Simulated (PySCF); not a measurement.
Computed shifts of a molecule CH₂F₄Si, PBE/pcSseg-1 (PySCF), GIAO, gas phase, atoms alike by connectivity averaged where their shifts nearly agree, in ppm (number of nuclei): ²⁹Si: -13.2 (1). ¹⁹F: -100.7 (3), -254.3 (1). ¹³C: 138.4 (1). ¹H: 5.39 (2). References: ²⁹Si against TMS (σ = 335.4 ppm); ¹⁹F against CFCl3 (σ = 133.6 ppm); ¹³C against TMS (σ = 182.0 ppm); ¹H against TMS (σ = 31.49 ppm), references at their B3LYP-D3(BJ)/def2-TZVP geometries, non-relativistic. Geometry: PBE0-D3(BJ)/def2-SVP. The values are those of a single conformer.

Question: Which molecule gave these data?
(A) FC(F)[SiH](F)F
(B) FC[Si](F)(F)F
(C) F[SiH2]C(F)(F)F

Answer: C, F[SiH2]C(F)(F)F
